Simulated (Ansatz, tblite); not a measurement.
Cost and result up the ladder for SiAu3⁺ (the lowest singlet isomer of a short search) (4 atoms). The state is a singlet with charge 1. Geometry: PBE-D4/def2-SVP.

```
atom    x (Å)    y (Å)    z (Å)
 Au1  -0.8885  -0.1832   2.0228
 Au2   0.9261  -0.1647  -2.0074
 Au3  -0.1341   1.4079  -0.0538
 Si4   0.0965  -1.0600   0.0385
```

Ansatz on 4 threads of Arm Neoverse V2 on a shared host; xTB runs through tblite on one thread. Times are rough, summed over both states, and most runs start from the orbitals of an earlier one. RPA@PBE/def2-TZVP serves as the yardstick here, not as an exact answer. The other state is a quintet at its own geometry.

In the def2 sets Au takes a core potential; there is no spin–orbit coupling. The xTB rows come from tblite. LC-ωPBE has ω = 0.4 bohr⁻¹. B3LYP takes the VWN-RPA correlation. Correlated methods freeze 5 core orbitals; core or outer-core shells of Au are correlated, in sets that lack core-valence functions. At PBE0-D4/def2-TZVP a singlet of charge 1 lies 3.55 eV below the quintet, each at its own geometry. The structure comes from a short search, and lower isomers may exist.

Correlated methods converge slowly with the basis.

xTB has no spin-polarisation term.

| level | functions | wall time | quintet − singlet (eV) | difference from RPA@PBE/def2-TZVP (eV) |
| --- | --- | --- | --- | --- |
| GFN1-xTB | 36 | 0.008 s | 3.38 | -0.11 |
| GFN2-xTB | 36 | 0.008 s | 5.45 | 1.95 |
| PBE-D4/def2-TZVP | 157 | 5.1 s | 3.55 | 0.06 |
| revPBE-D4/def2-TZVP | 157 | 5.5 s | 3.43 | -0.06 |
| BLYP-D4/def2-TZVP | 157 | 6.8 s | 3.60 | 0.11 |
| B3LYP-D4/def2-TZVP | 157 | 8.6 s | 3.64 | 0.15 |
| PBE0-D4/def2-TZVP | 157 | 9.2 s | 3.55 | 0.06 |
| RPA@PBE/def2-TZVP | 157 | 12 s | 3.49 | 0.00 |
| LC-ωPBE/def2-TZVP | 157 | 13 s | 3.52 | 0.03 |
| r2SCAN-D4/def2-TZVP (with forces) | 157 | 16 s | 3.42 | -0.07 |
| r2SCAN0-D4/def2-TZVP | 157 | 19 s | 3.45 | -0.04 |
